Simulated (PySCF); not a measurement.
## Relaxation of singlet VO2I

All numbers come from PySCF, PBE, basis V def2-SVP, O def2-SVP, I def2-SVP with ECP28 (scalar-relativistic core potentials, no spin–orbit coupling, density fitting). A (50,194) grid was used.

A hand-made T-shaped (ligand arrangement 2) start, of Cs symmetry, held to at least that symmetry:

```xyz
4
charge 0 multiplicity 1, angstrom
V    -1.4850    0.0000   -0.1897
O    -1.4850    0.0000    1.5003
O    -3.1740    0.0000   -0.1307
I     1.1834    0.0000   -0.0965
```

Optimiser trace:
| step | E − E(last) (kJ/mol) | largest gradient (Eh/bohr) |
| --- | --- | --- |
| 0 | 206.38 | 0.14885 |
| 1 | 88.37 | 0.05126 |
| 2 | 53.39 | 0.04357 |
| 3 | 28.65 | 0.02230 |
| 4 | 10.04 | 0.01309 |
| 5 | 3.26 | 0.01698 |
| 6 | 1.15 | 0.01776 |
| 7 | 0.17 | 0.00210 |
| 8 | 0.03 | 0.00091 |
| 9 | 0.00 | 0.00022 |
| 10 | 0.00 | 0.00013 |

It ends at C2v with V–I 2.571 Å, V–O 1.582 Å (×2); I–V–O 124.7° (×2), O–V–O 110.5° (after a last refinement on a finer grid). The frequency run here used a shortcut that can spoil soft modes, so no verdict on minimum or saddle point is given. Other isomers or separated fragments may lie lower.

The relaxation took about 60 core-seconds on a shared host.
